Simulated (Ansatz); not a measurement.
Computed with Ansatz on PBE0-D4/def2-TZVP structures; ΔE is electronic, products minus reactants. CCSD(T)/CBS adds triple-zeta CCSD(T) − MP2 to the extrapolated MP2 energy (def2 sets, frozen cores). One conformer a species, not always the lowest.

Consider the formal exchange of groups at the Al–C bond: `CO[CH2][AlH2]` + `C[NH][AlH][NH2]` → `[NH2][AlH][AlH2]` + `CNCOC`.

```csv
species,CCSD(T)/CBS(def2) energy (Eh)
`CO[CH2][AlH2]`,-397.45414
`C[NH][AlH][NH2]`,-393.74880
`[NH2][AlH][AlH2]`,-541.74510
`CNCOC`,-249.42121
```

(1) Work out ΔE.

Largest T1 diagnostic among the species: 0.012.

Results:

(1) ΔE = (-541.74510) + (-249.42121) − (-397.45414) − (-393.74880) = 0.03663 Eh = +23.0 kcal/mol.

At CCSD(T), def2-SVP lies −4.3 kcal/mol from the extrapolated value and def2-TZVPP −1.4 kcal/mol. Leaving LDA and LC-ωPBE aside and taking each functional with its dispersion term where it has one, the values, not all of them listed here, spread over 6.2 kcal/mol, from revPBE-D4 to ωB97M-V. LDA lies −1.2 kcal/mol from PBE without D4.
